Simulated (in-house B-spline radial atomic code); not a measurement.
**Binding energies in Zn VII (Zn6+)**

NIST's tabulated ground configuration is [Ar] 3d6; each binding energy is the energy of the ion with one electron taken from that subshell, relaxed, less that of the parent. Computed with a B-spline radial code for spherical atoms: Dirac-Hartree-Fock, average of configuration, Fermi nucleus of rms radius 3.9283 fm. Energies include first-order Breit, QED and recoil terms.

| subshell | X-ray name | binding energy (eV) | -ε (eV) | relaxation (eV) |
| --- | --- | --- | --- | --- |
| 1s | K | 9804.1 | 9862.7 | 40.4 |
| 2s | L1 | 1346.4 | 1364.3 | 16.4 |
| 2p1/2 | L2 | 1191.8 | 1211.5 | 18.3 |
| 2p3/2 | L3 | 1168.4 | 1187.4 | 18.0 |
| 3s | M1 | 274.5 | 277.5 | 2.8 |
| 3p1/2 | M2 | 222.5 | 225.5 | 2.8 |
| 3p3/2 | M3 | 219.1 | 221.9 | 2.7 |
| 3d | M4,5 | 138.3 | 141.0 | 2.7 |

Relaxation = -ε minus the binding energy without Breit, QED and recoil terms.

Emission lines follow as differences of binding energies, with λ = 12398.42 eV·Å / E:

```json
{"line": "K-L3", "holes": "1s → 2p3/2", "energy (eV)": "8635.7", "wavelength (Å)": "1.4357"}
{"line": "K-L2", "holes": "1s → 2p1/2", "energy (eV)": "8612.3", "wavelength (Å)": "1.4396"}
{"line": "K-M3", "holes": "1s → 3p3/2", "energy (eV)": "9585.0", "wavelength (Å)": "1.2935"}
{"line": "L1-M3", "holes": "2s → 3p3/2", "energy (eV)": "1127.3", "wavelength (Å)": "10.998"}
{"line": "L3-M1", "holes": "2p3/2 → 3s", "energy (eV)": "893.9", "wavelength (Å)": "13.87"}
```

Question: What screening constant σ does Moseley's law, E = (3/4)·13.6057 eV·(Z - σ)², need for K-L3?

Answer: σ = 0.91.

Question: What does it cost to remove both a 2s and a 2p3/2 electron?

Answer: 2586.5 eV, which is 71.74 eV more than the two single binding energies together.

Question: What does it cost to remove both a 1s and a 3d electron?

Answer: 9978 eV, which is 35.63 eV more than the two single binding energies together.

Question: What does it cost to remove both a 2p3/2 and a 3d electron?

Answer: 1342.9 eV, which is 36.29 eV more than the two single binding energies together.
